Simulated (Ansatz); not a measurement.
Job for Ansatz (an electronic-structure program): R-PBE/def2-TZVPP on BF2GeH3 (SMILES F[B](F)[GeH3]), a point of a torsion scan.

Ansatz 0.2 input:
```yaml
crystal:
  periodic: [false, false, false]
  atoms:
    - {symbol: F, position_ang: [1.84532917, -1.22863421, 0.04337359]}
    - {symbol: B, position_ang: [1.19974864, -0.08539706, 0.00249530]}
    - {symbol: F, position_ang: [1.99014936, 0.96386859, -0.00900579]}
    - {symbol: Ge, position_ang: [-0.81275065, 0.05203501, -0.02393947]}
    - {symbol: H, position_ang: [-1.39308411, 0.36892886, 1.31158271]}
    - {symbol: H, position_ang: [-1.32793635, 1.13054801, -0.91144259]}
    - {symbol: H, position_ang: [-1.50112748, -1.19600555, -0.45165459]}
basis:
  gaussian:
    orbitals: def2-TZVPP
hamiltonian:
  xc: {name: PBE}
scf: {lower_state_search: off}
```

Program output:

```
WARN ansatz: RAYON_NUM_THREADS=1 ignored (pool sized by the plan → 1); use --threads N
Functional definition: PBE
these checks for a lower state are left out or cut short: stability, starts, cluster_reference, orbital_swaps, neighbouring_geometries, increment
integrals: 0.09 GiB planned
1016 factors; their error is unknown
mean field: 0.63 GiB planned
mean field evaluation 1: about -62664.7908 eV, gradient 4.6e1 eV
mean field evaluation 2: about -62660.4105 eV, gradient 7.6e1 eV
mean field evaluation 4: about -62667.5639 eV, gradient 2.0e0 eV
mean field evaluation 8: about -62667.5671 eV, gradient 3.8e-2 eV
mean field evaluation 16: about -62667.5526 eV, gradient 1.6e-5 eV
mean field -62667.55255191 eV, -2302.9900786898 hartree, gradient 7.9e-6 eV, S^2 0.000000; 0 other end points of the search recorded, 0 dependent functions left out
reference -62667.55259403 eV, -2302.9900802379 hartree; 29, 29 occupied and 154, 154 virtual orbitals, 1016 factors
Total energy: -62667.55259403 eV, -2302.9900802379 hartree
Checks for a lower state left out: stability, starts, cluster_reference, orbital_swaps, neighbouring_geometries, increment
```

Self-consistency was reached.

Cost: very roughly 1.5 core-seconds.
